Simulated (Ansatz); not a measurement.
`C#[C][InH][Cl]`, 6 atoms. Charge 0, multiplicity 1. Correlated methods include outer-core shells of In, which these sets cover unevenly. In: def2 effective core potential. Hardware: A = 2 threads of an AMD EPYC 7R13 on a shared host; B = 2 threads of an AMD EPYC 7R13 on a shared host and a share of an NVIDIA H100 80 GB. Correlated methods freeze the cores. Open-shell runs search over several starts.

**Question.** How many basis functions does each run have, and how long does it take in Ansatz? direct RPA on PBE orbitals/def2-TZVPP energy [A]; RKS B2PLYP (frozen core)/def2-TZVPP energy [A]; UKS B3LYP-D4/def2-TZVPP energy of the cation [A]; RKS PBE0-D4/def2-SVP energy [A]; UHF-CCSD(T)/def2-TZVPP energy of the cation [B]; UKS ωB97M-V/def2-TZVPP energy of the cation [A]; RHF-CCSD(T)/def2-QZVPP energy [B]; RKS r2SCAN0-D4/def2-TZVPP energy [A]; UKS PBE-D4/def2-TZVPP energy of the cation [A]; UKS ωB97X-V/def2-TZVPP energy of the cation [A]; RKS ωB97M-V/def2-SVP energy [A]; UKS PBE0-D4/def2-TZVPP energy of the cation [A]. (Best estimate.)

**Answer.** Ansatz gave: Other jobs shared the machine, so times are rough.

```json
{"level": "RKS PBE0-D4/def2-SVP", "job": "energy [A]", "functions": "82", "wall time": "1.5 s", "peak host memory (GiB)": "0.19"}
{"level": "RKS r2SCAN0-D4/def2-TZVPP", "job": "energy [A]", "functions": "182", "wall time": "4.6 s", "peak host memory (GiB)": "0.44"}
{"level": "RKS B2PLYP (frozen core)/def2-TZVPP", "job": "energy [A]", "functions": "182", "wall time": "5.5 s", "peak host memory (GiB)": "0.42"}
{"level": "direct RPA on PBE orbitals/def2-TZVPP", "job": "energy [A]", "functions": "182", "wall time": "6 s", "peak host memory (GiB)": "0.4"}
{"level": "RKS ωB97M-V/def2-SVP", "job": "energy [A]", "functions": "82", "wall time": "6.5 s", "peak host memory (GiB)": "0.27"}
{"level": "UHF-CCSD(T)/def2-TZVPP", "job": "energy of the cation [B]", "functions": "182", "wall time": "7 s", "peak host memory (GiB)": "0.81"}
{"level": "RHF-CCSD(T)/def2-QZVPP", "job": "energy [B]", "functions": "326", "wall time": "8.5 s", "peak host memory (GiB)": "0.88"}
{"level": "UKS PBE-D4/def2-TZVPP", "job": "energy of the cation [A]", "functions": "182", "wall time": "21 s", "peak host memory (GiB)": "0.5"}
{"level": "UKS PBE0-D4/def2-TZVPP", "job": "energy of the cation [A]", "functions": "182", "wall time": "23 s", "peak host memory (GiB)": "0.79"}
{"level": "UKS B3LYP-D4/def2-TZVPP", "job": "energy of the cation [A]", "functions": "182", "wall time": "39 s", "peak host memory (GiB)": "0.78"}
{"level": "UKS ωB97X-V/def2-TZVPP", "job": "energy of the cation [A]", "functions": "182", "wall time": "52 s", "peak host memory (GiB)": "0.97"}
{"level": "UKS ωB97M-V/def2-TZVPP", "job": "energy of the cation [A]", "functions": "182", "wall time": "56 s", "peak host memory (GiB)": "1"}
```

B3LYP here is the variant with VWN-RPA as its local correlation; programs differ in this.
